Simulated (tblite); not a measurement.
Parent: `[CH:1]#[C:2][Si@H:3]([CH3:4])[PH2:5]` with C2–Si3–P5–H -163° and -70°, C3H7PSi.

Computed geometry: GFN2-xTB, gas phase. One conformer each, not checked by frequencies here.

| coordinate of the parent | value |
| --- | --- |
| C1≡C2 | 1.203 Å |
| C2–Si3 | 1.854 Å |
| Si3–C4 | 1.902 Å |
| Si3–P5 | 2.254 Å |
| C1–C2–Si3 | 178.4° |
| C2–Si3–C4 | 109.9° |
| C2–Si3–P5 | 106.7° |
| C4–Si3–P5 | 107.7° |

**Question.** How does the shared frame change in `[CH3:1][Si@@H:2]([PH2:3])[C:4]#[C:5][CH:6]1[CH2:7][CH2:8]1` with C1–Si2–P3–H 168° and 75°, C6H11PSi? Atoms pair as C1 = C5, C2 = C4, Si3 = Si2, C4 = C1, P5 = P3 (parent first).

**Answer.** 
```tsv
parent	relative	value in the relative	change
C1≡C2	C5≡C4	1.209 Å	+0.006
C2–Si3	C4–Si2	1.849 Å	-0.005
Si3–C4	Si2–C1	1.902 Å	0.000
Si3–P5	Si2–P3	2.257 Å	+0.003
C1–C2–Si3	C5–C4–Si2	175.5°	-2.9
C2–Si3–C4	C4–Si2–C1	110.1°	+0.2
C2–Si3–P5	C4–Si2–P3	111.8°	+5.1
C4–Si3–P5	C1–Si2–P3	108.0°	+0.3
```

Of the parent's bonds, C1–C2 and C2–Si3 change most and about equally (-0.005 to +0.006 Å). Bonds of the relative outside the shared frame: C5–C6 1.427, C6–C7 1.508, C7–C8 1.493, C6–C8 1.509 Å. Point group C1 → C1.

**Question.** How does the shared frame change in `[CH3:1][CH2:2][C:3]#[C:4][Si@H:5]([CH3:6])[PH2:7]` with C4–Si5–P7–H -48° and 45°, C5H11PSi? Atoms pair as C1 = C3, C2 = C4, Si3 = Si5, C4 = C6, P5 = P7 (parent first).

**Answer.** 
| parent | relative | value in the relative | change |
| --- | --- | --- | --- |
| C1≡C2 | C3≡C4 | 1.207 Å | +0.004 |
| C2–Si3 | C4–Si5 | 1.850 Å | -0.004 |
| Si3–C4 | Si5–C6 | 1.902 Å | 0.000 |
| Si3–P5 | Si5–P7 | 2.258 Å | +0.004 |
| C1–C2–Si3 | C3–C4–Si5 | 176.2° | -2.2 |
| C2–Si3–C4 | C4–Si5–C6 | 110.2° | +0.3 |
| C2–Si3–P5 | C4–Si5–P7 | 111.2° | +4.5 |
| C4–Si3–P5 | C6–Si5–P7 | 108.0° | +0.3 |

Of the parent's bonds, C1–C2, C2–Si3 and Si3–P5 change most and about equally (-0.004 to +0.004 Å). Bonds of the relative outside the shared frame: C1–C2 1.530, C2–C3 1.448 Å. Point group C1 → C1.

**Question.** How does the shared frame change in `[CH3:1][Si@@H:2]([PH2:3])[C:4]#[C:5][CH2:6][NH2:7]` with C1–Si2–P3–H 168° and 76°, C5–C6–N7–H 58° and -60°, C4H10NPSi? Atoms pair as C1 = C5, C2 = C4, Si3 = Si2, C4 = C1, P5 = P3 (parent first).

**Answer.** 
```csv
parent,relative,value in the relative,change
C1≡C2,C5≡C4,1.208 Å,+0.005
C2–Si3,C4–Si2,1.852 Å,-0.002
Si3–C4,Si2–C1,1.901 Å,-0.001
Si3–P5,Si2–P3,2.258 Å,+0.004
C1–C2–Si3,C5–C4–Si2,176.5°,-1.9
C2–Si3–C4,C4–Si2–C1,109.7°,-0.2
C2–Si3–P5,C4–Si2–P3,111.5°,+4.8
C4–Si3–P5,C1–Si2–P3,108.2°,+0.5
```

Of the parent's bonds, C1–C2 and Si3–P5 change most and about equally (+0.004 to +0.005 Å). Bonds of the relative outside the shared frame: C5–C6 1.457, C6–N7 1.458 Å. Point group C1 → C1.

**Question.** How does the shared frame change in `[CH3:1][Si@@H:2]([PH2:3])[C:4]#[C:5][C:6]([F:7])([F:8])[F:9]` with C1–Si2–P3–H 166° and 73°, C4H6F3PSi? Atoms pair as C1 = C5, C2 = C4, Si3 = Si2, C4 = C1, P5 = P3 (parent first).

**Answer.** 
```tsv
parent	relative	value in the relative	change
C1≡C2	C5≡C4	1.204 Å	+0.001
C2–Si3	C4–Si2	1.870 Å	+0.016
Si3–C4	Si2–C1	1.899 Å	-0.003
Si3–P5	Si2–P3	2.251 Å	-0.003
C1–C2–Si3	C5–C4–Si2	174.7°	-3.7
C2–Si3–C4	C4–Si2–C1	107.8°	-2.1
C2–Si3–P5	C4–Si2–P3	109.9°	+3.2
C4–Si3–P5	C1–Si2–P3	109.8°	+2.1
```

Of the parent's bonds, C2–Si3 changes most (+0.016 Å). Bonds of the relative outside the shared frame: C5–C6 1.457, C6–F7 1.344, C6–F8 1.344, C6–F9 1.343 Å. Point group C1 → C1.
